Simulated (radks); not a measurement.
Values are calculated unless marked as measured or tabulated.
Spherical jellium clusters: N electrons in a uniform positive sphere of charge N and radius rs N^(1/3), rs = 3.97 bohr. Level of theory: non-relativistic Kohn-Sham, LDA (Slater exchange, Perdew-Wang correlation), spin-polarised, spherical densities (a radial shooting solver with Libxc functionals). Levels are named by radial order and angular momentum (1s, 1p, 1d, 2s, ...), and open shells are averaged over m.

N = 22, configuration 1s2 1p6 1d10 2s2 1f(up 2, down 0). This is the lowest configuration that the search found. Occupied and some empty levels:

level,occupation,eigenvalue (eV),<r> (bohr)
1s up,1,-5.1685,7.082
1s down,1,-5.0868,6.949
1p up,3,-4.4683,8.206
1p down,3,-4.3583,8.144
1d up,5,-3.5440,9.032
1d down,5,-3.4197,9.014
2s up,1,-2.9618,7.352
2s down,1,-2.9019,7.422
1f up,2,-2.4480,9.783
1f down,0,-2.3194,9.801
2p up,0,-1.7564,9.169
2p down,0,-1.6942,9.218
1g up,0,-1.2318,10.60
1g down,0,-1.1083,10.67
2d up,0,-0.69263,11.72
2d down,0,-0.63539,11.87

Energy (eV): total -40.8285, kinetic 38.563, external -1402.2, Hartree 693.01, exchange-correlation -80.575, background 710.37.
